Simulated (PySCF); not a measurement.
**How the functional moves excitation energies**

C3H9B.
InChI=1S/C3H9B/c1-3(2)4/h3H,4H2,1-2H3

Linear-response calculations in the def2-SVPD basis (PySCF; singlets by full response, triplets Tamm–Dancoff, core orbitals frozen in the response; HF means time-dependent Hartree–Fock). 'Strongest' is the level of largest summed f among the singlets computed (10 roots, of which the last may lack a degenerate partner); it can jump between rows when another state enters that window. S1 is the lowest singlet of each run and needn't be the same state throughout; f(S1) is that of one state. One conformer (not necessarily the lowest) at the PBE0-D3(BJ)/def2-SVP geometry, without solvent, vibrations or thermal averaging.

| functional | kind | S1 (eV) | f(S1) | strongest (eV) | T1 (eV) | HOMO (eV) | gap (eV) | ionisation energy, ΔSCF (eV) |
| --- | --- | --- | --- | --- | --- | --- | --- | --- |
| LDA | LDA | 4.83 | 0.006 | 6.22 | 4.35 | -7.05 | 4.58 | 10.24 |
| PBE | GGA | 5.01 | 0.005 | 7.62 | 4.43 | -7.01 | 4.81 | 10.17 |
| B3LYP | global hybrid, 20% exact exchange | 5.43 | 0.006 | 8.29 | 4.88 | -8.15 | 6.74 | 10.51 |
| PBE0 | global hybrid, 25% exact exchange | 5.49 | 0.006 | 8.50 | 4.84 | -8.33 | 7.17 | 10.47 |
| BHandHLYP | global hybrid, 50% exact exchange | 5.91 | 0.007 | 9.10 | 5.30 | -9.63 | 9.48 | 10.66 |
| CAM-B3LYP | range-separated hybrid | 5.62 | 0.006 | 8.77 | 5.04 | -9.76 | 9.67 | 10.67 |
| wB97X-D | range-separated hybrid | 5.74 | 0.007 | 8.91 | 5.22 | -10.23 | 11.00 | 10.58 |
| LC-wPBE | range-separated hybrid | 5.81 | 0.007 | 9.39 | 5.10 | -11.09 | 12.25 | 10.79 |

Problem. What does HF (Hartree–Fock) give?

Solution. S1 (eV) 6.61, f(S1) 0.008, strongest (eV) 10.57, T1 (eV) 5.79, HOMO (eV) -11.61, gap (eV) 13.64, ionisation energy, ΔSCF (eV) not settled. S1 runs from 4.83 eV (LDA) to 6.61 eV (HF), a spread of 1.78 eV, while the orbital gap spreads over 9.1 eV. Along PBE (0%), B3LYP (20%), PBE0 (25%), BHandHLYP (50%), HF (100%) S1 rises with the share of exact exchange. −ε(HOMO) comes closest to its own ΔSCF ionisation energy with LC-wPBE (+0.30 eV) and misses most with LDA (-3.19 eV). 'Not settled' means that the ion's SCF failed to converge or may have ended in another state than the lowest.
